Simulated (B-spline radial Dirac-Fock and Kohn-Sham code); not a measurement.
## Two-hole binding energies of Cs¹⁶⁺

System: Cs¹⁶⁺ in the configuration [Kr] 4d3.

Method: relaxed Dirac-Fock hole states (ΔSCF) with Breit and QED corrections and a finite nucleus. Computed with a radial finite-basis atomic code. U is the two-hole binding energy less the two single-hole energies, the effective repulsion of the holes after relaxation. Each two-hole energy is an average over J within one jj subconfiguration.

```
          holes  E(a) (eV)  E(b) (eV)  E(ab) (eV)  U (eV)
           1s⁻²    36382.6    36382.6     73699.1   933.9
   1s⁻¹ 3d3/2⁻¹    36382.6     1123.0     37594.9    89.3
   1s⁻¹ 3d5/2⁻¹    36382.6     1108.8     37579.2    87.8
           2s⁻²     6119.2     6119.2     12409.3   171.0
   2s⁻¹ 2p1/2⁻¹     6119.2     5759.2     12040.3   162.0
        2p1/2⁻²     5759.2     5759.2           ?       ?
        2p3/2⁻²     5411.1     5411.1     11009.0   186.9
   2s⁻¹ 3p3/2⁻¹     6119.2     1383.3      7584.5    82.1
   2p1/2⁻¹ 3s⁻¹     5759.2     1602.1      7444.0    82.7
   2s⁻¹ 3d3/2⁻¹     6119.2     1123.0      7330.7    88.6
2p3/2⁻¹ 3p1/2⁻¹     5411.1     1452.3      6950.1    86.7
2p3/2⁻¹ 3d3/2⁻¹     5411.1     1123.0      6624.1    90.0
2p3/2⁻¹ 3d5/2⁻¹     5411.1     1108.8      6606.7    86.9
        3p3/2⁻²     1383.3     1383.3      2832.1    65.5
```

Q: Give the missing two-hole energy and U.

A: E(ab) = 11727.1 eV and U = 208.8 eV.
